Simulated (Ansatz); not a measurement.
This geometry of GaH3O + H2 (7 atoms, charge 0, multiplicity 1) is a first-order saddle point.

Computed with Ansatz, UKS PBE0-D4/def2-SVP.

```xyz
7
Properties=species:S:1:pos:R:3
Ga -0.221 -0.741 0.228
O -0.471 1.037 -0.554
H -0.612 -1.854 -0.786
H -0.267 -0.720 1.789
H 0.793 0.625 -0.477
H 1.436 -0.094 -0.273
H -0.658 1.747 0.073
```

Which two structures does it join? (They come from a converged band through this point; their orientation in space is the band's.)

Bonds broken: H5–H6. Bonds formed: Ga1–H6, O2–H5. GaH3O + H2 becomes GaH5O.

First end point:

```xyz
7
Properties=species:S:1:pos:R:3
Ga -0.599 -0.552 0.231
O -1.098 1.029 -0.446
H -0.654 -1.715 -0.805
H -0.232 -0.623 1.754
H 1.668 0.348 -0.629
H 2.017 -0.241 -0.291
H -1.102 1.754 0.187
```

Last end point:

```xyz
7
Properties=species:S:1:pos:R:3
Ga 0.100 -0.915 0.284
O -0.376 1.040 -0.550
H -0.667 -1.838 -0.731
H -0.543 -0.601 1.695
H 0.392 1.410 -1.003
H 1.669 -0.750 0.136
H -0.576 1.653 0.169
```

How far does it lie above each of them?

17.5 kcal/mol above the first and 23.6 kcal/mol above the second. This is the barrier of this one path; another mechanism may lie lower. The orbitals stay closed-shell, which can raise the energy where a bond breaks towards radicals; this wasn't checked here.

Run time: 2.4 min on 2 threads of Arm Neoverse V1, on a shared host, peak memory 0.18 GiB.
